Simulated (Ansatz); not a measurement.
`F[Si](Cl)(Cl)[GeH3]`. Total charge 0; spin multiplicity 1. Correlated methods include outer-core shells of Ge, which these sets cover unevenly. Scalar relativity is left out up to krypton.

Cartesian coordinates in Å:
```
F -1.085 -0.841 1.812
Si -0.075 0.158 1.102
Cl -0.724 2.048 1.500
Cl 1.746 -0.109 1.978
Ge 0.017 -0.253 -1.231
H -1.378 -0.047 -1.834
H 0.489 -1.692 -1.471
H 1.010 0.735 -1.855
```

**Question.** Give the diagnostics of a CCSD(T)/def2-TZVPP run (frozen core, Ansatz). (An estimate is asked.)

**Answer.** Ansatz gave: T1 = 0.0113, largest single amplitude 0.020, largest double 0.027, (T) share of the correlation energy 3.6 %, 8 CCSD cycles. The RHF solution is stable towards an unrestricted one. T1 lies under the customary mark of 0.02 for closed shells.
